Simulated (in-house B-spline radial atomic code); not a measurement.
Settings and results of a run for Sb⁺. Method: non-relativistic PBE, spin-polarised, spherical fractional occupations, point nucleus, inside a hard spherical wall at 2.71 bohr. Calculated with a B-spline radial code for spherical atoms.

Command:
```bash
python run_scf.py task.json out
```
Settings:
```
Z                51
configuration    [Kr] 4d10 4f1 5s1 5p2
hamiltonian      nr
method           pbe,pbe
spin_polarised   True
wall_radius      2.71
```

Output (hartree, bohr):
```
 radial grid: 42 intervals, B-splines of order 8, outer radius 2.71 bohr

 iter        energy (Eh)    residual
    1       -6309.297178    6.23e-01
    2       -6309.745566    2.16e-01
    3       -6311.059500    2.51e-02
    4       -6311.062693    8.19e-03
    5       -6311.063070    2.61e-03
    6       -6311.063109    1.22e-04
    7       -6311.063109    4.70e-06
    8       -6311.063109    3.06e-06
    9       -6311.063109    1.02e-07

 total energy                     -6311.06311
 kinetic                            6323.0620
 electron-nucleus                 -15033.1828
 Hartree                            2565.7773
 exchange-correlation               -166.7196

 orbital      occ     eigenvalue          <r>       <r^2>       <1/r>     <1/r^3>       r_max
 1s up      1.000     -1071.5148    0.0298199  0.00118935     50.4727           -     0.01975
 1s down    1.000     -1071.5054    0.0298198  0.00118934     50.4728           -     0.01975
 2s up      1.000      -158.8319     0.128674   0.0194427     11.5501           -      0.1093
 2s down    1.000      -158.8276     0.128673   0.0194424       11.55           -      0.1093
 2p up      3.000      -148.7862     0.109683   0.0146263     11.5593     4323.26     0.08549
 2p down    3.000      -148.7791     0.109684   0.0146266     11.5591     4323.06     0.08549
 3s up      1.000       -30.6674     0.344048    0.135103     4.18062           -      0.3127
 3s down    1.000       -30.6558     0.343991    0.135051     4.18106           -      0.3127
 3p up      3.000       -26.4977     0.334817    0.129869     4.10377     794.292      0.2992
 3p down    3.000       -26.4853     0.334755    0.129812      4.1043     794.457      0.2992
 3d up      5.000       -18.7592     0.305688    0.110658     3.96607     127.548      0.2449
 3d down    5.000       -18.7482     0.305603    0.110584     3.96683     127.599      0.2449
 4s up      1.000        -4.6687     0.827709    0.775734     1.66325           -      0.7514
 4s down    1.000        -4.6330      0.82605    0.771744     1.66499           -      0.7518
 4p up      3.000        -3.2708     0.876049    0.877047     1.55038     142.929      0.7769
 4p down    3.000        -3.2317     0.872257    0.868012     1.55509      143.63      0.7773
 4d up      5.000        -0.9492      1.03103     1.23465     1.27762     16.0661      0.8529
 4d down    5.000        -0.8923      1.01618     1.19747     1.29423     16.4936      0.8507
 4f up      1.000         1.3429      1.43243     2.28775    0.816935     1.16187       1.512
 5s up      1.000         0.1641      1.64078       2.925    0.797151           -       1.728
 5p up      2.000         0.6769      1.66423     3.02852    0.799571     45.6386       1.799
```

Run time, properties included: 0.08 s on 1 thread of Arm Neoverse V1, on a shared host.
